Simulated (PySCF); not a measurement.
C2H6GeSi, SMILES [SiH2]1[GeH2][CH]=C1. Geometry: PBE-D3(BJ)/def2-SVP. The structure was generated by enumeration, and PubChem lists no compound with its InChIKey, so it may never have been made.

Computed equilibrium geometry at PBE-D3(BJ)/def2-SVP (PySCF confirms it by a frequency run) as bond lengths and angles, and its point group:
point group Cs.
Atoms: C1 C2 Ge3 Si4 H5 H6 H7 H8 H9 H10. Bonds (Å): C1–C2 1.363, C1–Si4 1.899, C1–H5 1.107, C2–Ge3 1.984, C2–H6 1.107, Ge3–Si4 2.403, Ge3–H7 1.554, Ge3–H8 1.554, Si4–H9 1.508, Si4–H10 1.508. Bond angles (°): C2–C1–Si4 106.0, C2–C1–H5 123.2, Si4–C1–H5 130.8, C1–C2–Ge3 105.1, C1–C2–H6 124.0, Ge3–C2–H6 130.9, C2–Ge3–Si4 72.8, C2–Ge3–H7 114.8, C2–Ge3–H8 114.8, Si4–Ge3–H7 120.8, Si4–Ge3–H8 120.8, H7–Ge3–H8 108.5, C1–Si4–Ge3 76.2, C1–Si4–H9 115.6, C1–Si4–H10 115.6, Ge3–Si4–H9 119.6, Ge3–Si4–H10 119.6, H9–Si4–H10 107.7.
Charge 0, spin multiplicity 1.
